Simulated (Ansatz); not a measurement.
Two isomers of C2H5IOSi: A = `IC1C[SiH2]O1`, B = `OC1(I)C[SiH2]1`.

Gas-phase electronic energies from Ansatz, PBE0-D4/def2-TZVP geometries. CCSD(T)/CBS adds triple-zeta CCSD(T) − MP2 to the extrapolated MP2 energy (def2 sets, frozen cores). Functionals use def2-TZVPP. B3LYP here is the variant with VWN-RPA as its local correlation; programs differ in this. def2 core potentials past Kr. For I outer-core shells are correlated without core-valence functions, which leaves a few kJ/mol of doubt a bond. Each species was taken in one conformer, which may not be the lowest.

Which is lower in electronic energy at CCSD(T)/CBS, and by how much? (Best estimate.)

The calculation gave: A, by 173.6 kJ/mol.

Give E(B) − E(A) in kJ/mol with B2PLYP, CCSD(T)/def2-TZVPP, PBE-D4, CCSD/def2-TZVPP, B3LYP, MP2/def2-TZVPP, B3LYP-D4. (Estimate.)

Ansatz gave: B2PLYP 175.2, CCSD(T)/def2-TZVPP 176.1, PBE-D4 154.5, CCSD/def2-TZVPP 180.3, B3LYP 171.1, MP2/def2-TZVPP 176.4, B3LYP-D4 170.7. None reverses the order clearly.

Largest T1 diagnostic: 0.011.

From PBE to PBE0 (25 % exact exchange), in def2-TZVPP and without D4, E(B) − E(A) moves by +10.3 kJ/mol. In def2-TZVPP, CCSD(T) changes the Hartree–Fock value by −23.4 kJ/mol (the triples alone add −4.2 kJ/mol) and MP2 by −23.1 kJ/mol.
